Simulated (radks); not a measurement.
Lu4+, configuration [Kr] 4d10 4f13 5s2 5p4 5d2 (not the ground configuration).

Method: scalar-relativistic Kohn-Sham, PBE, spin-polarised, spherical densities, finite nucleus; open shells are filled with parallel spins first (spin-orbit coupling, left out, can overturn this in heavy ions); Fermi nuclear charge, rms radius 5.37 fm; computed with a radial shooting solver on a logarithmic mesh with Libxc functionals.

Energy parts (eV):
total: -396081.41
kinetic: 432677.10
electron-nucleus: -972364.77
Hartree: 151724.98
exchange-correlation: -8118.72

Orbitals (lengths in bohr, moments of r in powers of bohr; <r^-3> diverges for s and p1/2; r(90%) holds 90 % of the orbital's charge):
| orbital | occ. | eigenvalue (eV) | <r^-3> | r(90%) |
|---|---|---|---|---|
| 1s up | 1 | -63281.33 | - | 0.0351 |
| 1s down | 1 | -63281.16 | - | 0.0351 |
| 2s up | 1 | -10818.47 | - | 0.127 |
| 2s down | 1 | -10818.25 | - | 0.127 |
| 2p up | 3 | -9525.856 | 16860 | 0.119 |
| 2p down | 3 | -9525.604 | 16860 | 0.119 |
| 3s up | 1 | -2495.019 | - | 0.312 |
| 3s down | 1 | -2494.394 | - | 0.312 |
| 3p up | 3 | -2106.957 | 3697 | 0.318 |
| 3p down | 3 | -2106.306 | 3698 | 0.317 |
| 3d up | 5 | -1640.504 | 483.4 | 0.299 |
| 3d down | 5 | -1639.930 | 483.5 | 0.299 |
| 4s up | 1 | -541.3962 | - | 0.686 |
| 4s down | 1 | -540.1038 | - | 0.686 |
| 4p up | 3 | -413.8851 | 845.5 | 0.738 |
| 4p down | 3 | -412.6071 | 845.0 | 0.737 |
| 4d up | 5 | -247.3966 | 93.61 | 0.820 |
| 4d down | 5 | -246.0449 | 93.69 | 0.818 |
| 4f up | 7 | -63.9951 | 14.70 | 1.14 |
| 4f down | 6 | -62.1570 | 14.93 | 1.12 |
| 5s up | 1 | -111.8621 | - | 1.62 |
| 5s down | 1 | -108.2162 | - | 1.62 |
| 5p up | 3 | -80.3648 | 123.7 | 1.88 |
| 5p down | 1 | -76.4192 | 125.5 | 1.89 |
| 5d up | 2 | -42.9027 | 8.493 | 2.59 |
| 5d down | 0 | -39.2384 | 8.104 | 2.66 |
| 6s up | 0 | -37.0697 | - | 3.61 |
| 6s down | 0 | -34.8055 | - | 3.65 |
| 6p up | 0 | -28.9717 | 25.36 | 4.22 |

The highest occupied level is 5d up at -42.903 eV. The spin density at the nucleus is -15.93 e/bohr^3 (1s -2.02, 2s -0.48, 3s -3.26, 4s 2.79, 5s -12.96). The density falls to 0.001 e/bohr^3 at r = 3.23 bohr. Summed over all electrons, <r^2> = 31.58 bohr^2, which gives a Langevin (diamagnetic) susceptibility term of -25 x 10^-6 cm^3/mol.
